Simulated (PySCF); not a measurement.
## Computed properties of C4H9Al, SMILES C=[CH][AlH][CH2]C

Al(H)(Et)(vinyl) (C4H9Al), SMILES C=[CH][AlH][CH2]C. The structure is a stationary point at B3LYP-D3(BJ)/def2-SVP. The structure was generated by enumeration; whether it is a known compound was not checked. One conformer was computed; it need not be the lowest. All values are computed for the isolated molecule unless a solvent is named; none is compared with measurement here.

**Structure.** All 36 harmonic modes at B3LYP-D3(BJ)/def2-SVP (PySCF) are real, so it is a minimum. With heavy atoms numbered as in [AlH:1]([CH2:3][CH3:4])[CH:10]=[CH2:11], the shortest bond between them is C10–C11 at 1.347 Å and the longest Al1–C3 at 1.973 Å.

**Vibrations.** The strongest infrared lines (harmonic, unscaled, degenerate partners summed) lie at 735 cm⁻¹ (275 km/mol, H 60 %, Al 25 %, C 15 %), 1909 cm⁻¹ (262 km/mol, H 96 %), 523 cm⁻¹ (90 km/mol, H 52 %, C 25 %, Al 23 %). The softest mode is at 43 cm⁻¹ and the zero-point energy is 70.6 kcal/mol.

**Electronic structure.** PBE0/def2-TZVP (PySCF) places the frontier levels at -7.37 and -1.43 eV, a gap of 5.94 eV, and gives a dipole moment of 0.74 D and a mean polarisability of 75.1 bohr³. PBE/def2-TZVP (PySCF) at the same geometry gives -6.12 and -2.27 eV, so its gap is 2.09 eV narrower. An orbital gap is neither the optical nor the fundamental gap.

**Excitations.** TDA-B3LYP/def2-SVPD (PySCF) has S1 at 4.47 eV (277 nm, f = 0.000, dark); the most intense of the 10 singlets computed lies at 5.78 eV (f = 0.16). T1 (TDA) is at 3.92 eV, 0.55 eV under S1. TDA-PBE/def2-SVPD (PySCF) puts S1 at 3.91 eV. No vertical singlet excitation falls in the visible range (under 3.1 eV).

**NMR.** GIAO shifts at B3LYP/pcSseg-1 (PySCF) (non-relativistic, atoms alike by connectivity averaged): ¹³C from 5.6 to 156.3 ppm against TMS; ¹H from 0.8 to 7.0 ppm against TMS.
